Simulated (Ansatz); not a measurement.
C4H10Si can be A, `C1CC[SiH2]C1`, or B, `C=CCC[SiH3]`.

Gas-phase electronic energies from Ansatz, PBE0-D4/def2-TZVP geometries. CCSD(T)/CBS is the MP2 limit (def2-TZVPP, def2-QZVPP) plus CCSD(T) − MP2 in def2-TZVPP, frozen cores. DFT in def2-TZVPP. B3LYP here is the variant with VWN-RPA as its local correlation; programs differ in this. One conformer a species, not always the lowest.

Question: Which isomer does CCSD(T)/CBS put lower? Give the gap. (Best estimate.)

Answer: The calculation gave: A, by 23.5 kcal/mol.

Question: Give E(B) − E(A) in kcal/mol with ωB97M-V, PBE-D4, B3LYP, CCSD/def2-TZVPP, PBE0-D4, B3LYP-D4, B2PLYP. (An estimate is asked.)

Answer: The calculation gave: ωB97M-V 24.6, PBE-D4 24.7, B3LYP 19.9, CCSD/def2-TZVPP 23.2, PBE0-D4 27.1, B3LYP-D4 20.8, B2PLYP 21.8. None reverses the order clearly.

Largest T1 diagnostic: 0.010.

In def2-TZVPP, CCSD(T) changes the Hartree–Fock value by +4.9 kcal/mol (the triples alone add −0.0 kcal/mol) and MP2 by +7.6 kcal/mol. The D4 term adds +0.9 kcal/mol with B3LYP and +0.4 kcal/mol with PBE0; it sums over pairs of atoms, weighted by their polarisabilities, and B3LYP, whose exchange is more repulsive, gets the larger term.
